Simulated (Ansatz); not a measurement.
Start from `[NH2][Ga]([F])[SH]` and change one atom or group to get `[F][Ga]([SH])[Cl]`.

Ansatz, PBE0-D4/def2-TZVP geometries, multiplicity 1. Each molecule was computed in one conformer, which needn't be the lowest.

Scalar relativity is left out up to krypton.

```csv
property,`[NH2][Ga]([F])[SH]`
size of the dipole moment (B3LYP/def2-TZVPP) / D,1.96
HOMO energy (ωB97M-V/def2-TZVPP) / eV,-9.91
HOMO–LUMO gap (PBE/def2-TZVPP) / eV,4.69
size of the dipole moment (PBE/def2-TZVPP) / D,1.91
HOMO energy (PBE/def2-TZVPP) / eV,-6.30
HOMO energy (B3LYP/def2-TZVPP) / eV,-7.40
```

**Question.** Give the same properties after the change, and the shifts. (An estimate is asked.)

**Answer.** Ansatz gave: 
```
                                        property  `[F][Ga]([SH])[Cl]`  shift
size of the dipole moment (B3LYP/def2-TZVPP) / D                 1.61  -0.35
           HOMO energy (ωB97M-V/def2-TZVPP) / eV               -10.65  -0.74
             HOMO–LUMO gap (PBE/def2-TZVPP) / eV                 4.68  -0.01
  size of the dipole moment (PBE/def2-TZVPP) / D                 1.55  -0.36
               HOMO energy (PBE/def2-TZVPP) / eV                -7.20  -0.90
             HOMO energy (B3LYP/def2-TZVPP) / eV                -8.20  -0.80
```

With PBE0 the HOMO falls by 0.81 eV and the LUMO falls by 0.90 eV, so the gap narrows by about 0.09 eV. PBE moves the HOMO by -0.90 eV and ωB97M-V by -0.74 eV. Dipoles are sizes alone; their direction can turn.

B3LYP here is the variant with VWN-RPA as its local correlation; programs differ in this.
